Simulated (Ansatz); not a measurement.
`C=C=C(O)[SiH2]O`, charge 0, multiplicity 1.

(1) Give a relaxed structure at PBE0-D4/def2-TZVP (Ansatz). (Best estimate.)

Answers

(1) The calculation gave: 
```xyz
12

C     2.401   -0.485    0.413
C     1.243    0.041    0.127
C     0.057    0.511   -0.153
O    -0.241    1.843   -0.335
Si   -1.402   -0.642   -0.369
O    -2.624   -0.271    0.668
H     3.087   -0.806   -0.367
H     2.724   -0.621    1.441
H     0.561    2.364   -0.216
H    -1.861   -0.533   -1.781
H    -0.965   -2.017   -0.050
H    -2.981    0.617    0.621
```
This is one stationary point; other conformers may exist.
